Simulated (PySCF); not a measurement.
Working out the ionisation energy of Mn⁺

Mn⁺ [Ar] 3d5 4s1 (7S) → Mn²⁺ [Ar] 3d5 (6S). Calculation: PySCF 2.14, in Sapporo-DKH3-DZP-2012 (6s5p3d1f, 43 functions); the spin-free X2C one-electron Hamiltonian (Gaussian nucleus). Frozen: [Ar]. Energies in hartree (1 hartree = 27.21139 eV):

```
             part   Mn⁺ (lower)  Mn²⁺ (upper)
              UHF  -1157.134961  -1156.589305
MP2 opposite-spin      0.000000      0.000000
    MP2 same-spin     -0.068062     -0.052981
```

Question: What does Hartree-Fock give?

Answer: (-1156.589305) − (-1157.134961) = 0.545656 hartree = 14.848 eV.

Question: What do MP2 and SCS-MP2 (6/5 opposite-spin, 1/3 same-spin) give?

Answer: The opposite-spin parts differ by 0.000 eV and the same-spin parts by 0.410 eV. MP2: 14.848 + (0.000) + (0.410) = 15.258 eV. SCS-MP2: 14.848 + 1.2 × (0.000) + (0.410)/3 = 14.985 eV.

Measured between the centres of the two terms (NIST): 15.640 eV, so MP2 (valence) is off by -0.382 eV.

A double-zeta basis recovers only part of the correlation energy.

What remains against the reference includes basis incompleteness, the frozen core and correlation beyond second order.
